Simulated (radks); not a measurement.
Results of a calculation; reference values are marked as such.
Spherical quantum dot in the effective-mass picture: electrons in a parabolic well V = omega^2 r^2 / 2 with omega = 1.41, with a point charge +1 (a donor) at the centre, all in effective atomic units (hartree* = m*/eps^2 hartree, bohr* = eps/m* bohr), one dielectric constant everywhere. Level of theory: non-relativistic Kohn-Sham, PBE, spin-polarised, spherical densities (a radial shooting solver with Libxc functionals). Levels are named by radial order and angular momentum (1s, 1p, 1d, 2s, ...), and open shells are averaged over m. Results are scaled to m* = 0.181 and eps = 16.1, for which hartree* = 19 meV and bohr* = 4.707 nm.

N = 11, configuration 1s2 1p6 1d(up 1, down 0) 2s2. This is the lowest configuration that the search found. Occupied and some empty levels:

level    occupation  eigenvalue (meV)  <r> (nm)
1s up             1            149.19     5.053
1s down           1            149.49     5.016
1p up             3            169.63     7.061
1p down           3            170.20     7.042
2s up             1            186.69     7.136
2s down           1            187.14     7.160
1d up             1            188.85     8.239
1d down           0            189.52     8.237
1f up             0            209.18     9.177
1f down           0            209.86     9.186
2p up             0            212.38     8.338
2p down           0            212.76     8.352
1g up             0            230.55     9.999
1g down           0            231.19     10.01

Energy (meV): total 1205.35, kinetic 294.65, external 313.99, Hartree 709.59, exchange-correlation -112.89.
